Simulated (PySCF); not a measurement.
# Input and output

[Hf(N2)6]4+ (singlet). PySCF 2.14.0, RKS B3LYP, Hf def2-SVP with ECP60, N def2-SVP; non-relativistic Hamiltonian with scalar-relativistic core potentials where named; density fitting; no spin-orbit coupling. Purpose: singlet excitations, Tamm-Dancoff B3LYP.

```python
mol = gto.M(atom='''
Hf    -0.00000     0.00000     0.00000
N      0.00000     0.00000     2.31460
N      0.00000     0.00000     3.43904
N     -0.00000    -0.00000    -2.31460
N     -0.00000    -0.00000    -3.43904
N      2.31460    -0.00000    -0.00000
N      3.43904    -0.00000    -0.00000
N      0.00000     2.31460    -0.00000
N      0.00000     3.43904    -0.00000
N     -2.31460     0.00000     0.00000
N     -3.43904     0.00000     0.00000
N     -0.00000    -2.31460     0.00000
N     -0.00000    -3.43904     0.00000''',
    basis={'Hf': 'def2-SVP', 'N': 'def2-SVP'},
    ecp={'Hf': 'def2-SVP'},
    charge=4, spin=0)
mf = dft.RKS(mol, xc='B3LYP')
mf.grids.atom_grid = (50, 194)
mf = mf.density_fit()  # fitting sets: Hf def2-universal-JKFIT, N def2-universal-JKFIT
mf.conv_tol = 1e-08; mf.max_cycle = 55
mf.kernel(dm0)  # dm0: converged density of the relaxed state
td = mf.TDA(); td.nstates = 8; td.kernel()
```

Run from Python with OMP_NUM_THREADS=4; the lines above give its settings. Where DIIS fails, smearing, a level shift and second-order steps follow.
It took 110 s on 4 threads of Arm Neoverse V1, on a shared host, from an already converged density.

Q: Where do the frontier levels lie, over both spins?

A: HOMO -29.85 eV, LUMO -24.32 eV. 

Q: What does the SCF print?

A: 
```
init E= -702.601152758672
cycle= 1 E= -702.604628936154  delta_E= -0.00348  |g|= 0.0785  |ddm|= 0.303
cycle= 2 E= -702.603447678652  delta_E= 0.00118  |g|= 0.102  |ddm|= 0.217
cycle= 3 E= -702.606452656944  delta_E= -0.003  |g|= 0.00687  |ddm|= 0.116
cycle= 4 E= -702.606446673833  delta_E= 5.98e-06  |g|= 0.00864  |ddm|= 0.00938
cycle= 5 E= -702.606462542825  delta_E= -1.59e-05  |g|= 0.000674  |ddm|= 0.0059
cycle= 6 E= -702.606462637899  delta_E= -9.51e-08  |g|= 5.89e-05  |ddm|= 0.000767
cycle= 7 E= -702.606462637886  delta_E= 1.27e-11  |g|= 6.23e-05  |ddm|= 7.01e-05
Extra cycle  E= -702.606462632657  delta_E= 5.23e-09  |g|= 0.000174  |ddm|= 0.000142
converged SCF energy = -702.606462632657
```

Q: What are the Mulliken charges and spins?

A: 
```tsv
atom	charge (e)	spin (e)
Hf1	2.222	0.000
N2	-0.088	0.000
N3	0.385	0.000
N4	-0.088	0.000
N5	0.385	0.000
N6	-0.089	0.000
N7	0.385	0.000
N8	-0.088	0.000
N9	0.385	0.000
N10	-0.088	0.000
N11	0.385	0.000
N12	-0.088	0.000
N13	0.385	0.000
```

Q: Which singlet excitations follow (Tamm-Dancoff, 8 states)?

A: 
```
state    eV  oscillator strength
    1  4.65               0.0000
    2  4.65               0.0000
    3  4.65               0.0000
    4  4.67               0.0001
    5  4.67               0.0001
    6  4.67               0.0001
    7  4.72               0.0000
    8  4.72               0.0000
```
Functionals without range separation put charge-transfer states too low; the basis has no diffuse functions.

The geometry was relaxed with BP86 (Hf def2-SVP with ECP60, N def2-SVP).
